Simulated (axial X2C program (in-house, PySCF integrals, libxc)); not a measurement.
**AuCN: the levels of the configuration d9 s1 p(π)0**

Calculated with an in-house all-electron X2C program for linear molecules (integrals from PySCF): two-component X2C with atomic mean-field Coulomb and Gaunt terms, basis Au dyall-v3z, C dyall-v3z, N dyall-av3z (cores contracted in-house). Orbitals come from Hartree–Fock averaged over the configuration Au d9 s1 p(π)0; CI then distributes these electrons over the d, s, p(π) shells of Au.

Au–C–N held linear, bonds 2.126 and 1.160 Å (the second held) (near the minimum of the configuration average).

Active spinors (ω > 0):

| shell | ω | ε (eV) | character |
| --- | --- | --- | --- |
| d | 3/2 | -16.75 | 99% Au d |
| d | 1/2 | -15.96 | 93% Au d |
| d | 5/2 | -15.10 | 100% Au d |
| d | 3/2 | -14.83 | 97% Au d |
| d | 1/2 | -13.74 | 78% Au d, 13% Au s, 3% C p |
| s | 1/2 | -4.60 | 46% Au s, 38% Au p, 6% C p |
| p(π) | 1/2 | 1.03 | 89% Au p, 3% N p |
| p(π) | 3/2 | 1.23 | 90% Au p |

Lowest levels of this model:

| Ω | energy (cm⁻¹) | g∥ | μ (D) | configuration |
| --- | --- | --- | --- | --- |
| 0 | 0 | 0.00 | -7.40 | 93% d10 + 5% d9 s1 |
| 0 | 8002 | 0.00 | -4.75 | 99% d9 s1 |
| 1 | 8319 | 3.61 | -4.74 | 99% d9 s1 |
| 2 | 11853 | 5.60 | -4.86 | 99% d9 s1 |
| 3 | 12966 | 7.99 | -5.11 | 99% d9 s1 |
| 1 | 13800 | 1.73 | -4.88 | 99% d9 s1 |
| 2 | 14154 | 4.12 | -5.05 | 98% d9 s1 |
| 0 | 14194 | 0.00 | -5.11 | 94% d9 s1 + 5% d10 |
| 0 | 21110 | 0.00 | -4.63 | 99% d9 s1 |
| 1 | 23323 | 1.50 | -4.85 | 99% d9 s1 |
| 0 | 23424 | 0.00 | -4.63 | 99% d9 s1 |
| 2 | 25696 | 4.27 | -5.01 | 98% d9 s1 |

g∥ is the magnitude of 2⟨Lz + ge Sz⟩ for the +Ω component. μ is positive if the N end is positive.

This point took 4.2 s on 1 thread of Arm Neoverse V1 (shared host).

Dynamic correlation is missing, so gaps between terms are too wide and other configurations may lie lower; the lowest level listed is that of this model, not necessarily the ground state. The lowest levels belong to d10, not to the averaged configuration, so orbitals and distance suit them less well. For d shells the ligand-field splittings (σ, π, δ) and their order can be off by a thousand cm⁻¹ or more. At most 4 roots were kept for each Ω > 0 (twice that for Ω = 0) within 3.2 eV of the lowest, so higher up levels can be missing between those listed; levels with Ω > 0 are doubly degenerate and listed once, Ω = 0 levels singly. Some active spinors are only partly of the character that their shell is named for, so the shell names and counts are nominal. States that fill the shells left empty in the average are placed too high. The molecule was held linear; bending was not examined.
